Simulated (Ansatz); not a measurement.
Input:

```yaml
crystal:
  periodic: [false, false, false]
  atoms:
    - { symbol: Al, position_ang: [0.1746, 0.3889, -0.0294] }
    - { symbol: Cl, position_ang: [0.1086, -1.8618, -1.3337] }
    - { symbol: "N", position_ang: [-1.3085, -0.2257, 0.6621] }
    - { symbol: H, position_ang: [-0.9451, -1.3019, -0.0402] }
    - { symbol: O, position_ang: [1.3892, 1.437, -0.3271] }
    - { symbol: H, position_ang: [-1.5748, -0.3856, 1.6214] }
    - { symbol: H, position_ang: [2.1562, 1.9492, -0.5532] }
basis:
  gaussian: { orbitals: def2-SVPD }
hamiltonian:
  xc: revpbe
relax:
  f_tol: 0.15
  max_steps: 25
  restrain:
    - { distance: [3, 1], at: 1.33, k: 30.0 }
    - { distance: [0, 1], at: 3.53, k: 30.0 }
    - { distance: [3, 2], at: 2.32, k: 30.0 }
```

Run as:

```bash
$ ansatz run input.yaml --threads 2 --pin off --max-ram 3072MiB --backend cpu --events-out ev --progress --plain --runs-dir out
```

Hardware: 2 threads of Intel(R) Xeon(R) Platinum 8488C (Sapphire Rapids) (shared host).

Task: Roughly how long does this run take, and how much memory?

Result: 18 s, with a peak of 0.17 GiB, for 10 ionic steps.
